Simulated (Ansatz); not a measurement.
Compare A (`[SiH3]C1=CC1(S)S`) with its isomer B (`C#CSS[SiH2]C`).

Gas-phase electronic energies from Ansatz, PBE0-D4/def2-TZVP geometries. CCSD(T)/CBS adds triple-zeta CCSD(T) − MP2 to the extrapolated MP2 energy (def2 sets, frozen cores). DFT in def2-TZVPP. B3LYP here is the variant with VWN-RPA as its local correlation; programs differ in this. Each species was taken in one conformer, which may not be the lowest.

A:

```xyz
12

Si    1.4950   -1.5501   -0.1717
C     0.1225   -0.4819    0.4378
C    -0.7906   -0.1320    1.2955
C    -0.7161    0.7238    0.1115
S    -0.0423    2.3864    0.3013
S    -1.9168    0.5520   -1.2290
H     2.6731   -0.6902   -0.4408
H     1.8260   -2.5718    0.8512
H     1.0620   -2.2077   -1.4294
H    -1.2918   -0.3024    2.2343
H     0.1876    2.6033   -1.0043
H    -2.6085    1.6705   -0.9565
```

B:

```xyz
12

C    -0.488   -3.243    1.637
C    -0.156   -2.836    0.552
S     0.371   -2.346   -0.959
S    -0.753   -0.644   -1.330
Si    0.562    0.762   -0.359
C    -0.220    2.447   -0.522
H    -0.787   -3.599    2.595
H     1.889    0.705   -1.024
H     0.709    0.358    1.062
H     0.416    3.197   -0.045
H    -0.345    2.724   -1.571
H    -1.198    2.473   -0.037
```

Q: Which isomer does CCSD(T)/CBS put lower? Give the gap. (Best estimate.)

A: The calculation gave: B, by 154.7 kJ/mol.

Q: Give E(B) − E(A) in kJ/mol with PBE-D4, HF/def2-TZVPP, MP2/def2-TZVPP, r2SCAN-D4, PBE0-D4, B3LYP-D4, ωB97M-V. (Best estimate.)

A: Computed: PBE-D4 -148.3, HF/def2-TZVPP -161.8, MP2/def2-TZVPP -151.3, r2SCAN-D4 -154.9, PBE0-D4 -143.1, B3LYP-D4 -159.5, ωB97M-V -150.7. None reverses the order clearly.

Largest T1 diagnostic: 0.013.

From PBE to PBE0 (25 % exact exchange), in def2-TZVPP and without D4, E(B) − E(A) moves by +5.6 kJ/mol. In def2-TZVPP, CCSD(T) changes the Hartree–Fock value by +11.5 kJ/mol (the triples alone add −0.1 kJ/mol) and MP2 by +10.5 kJ/mol.
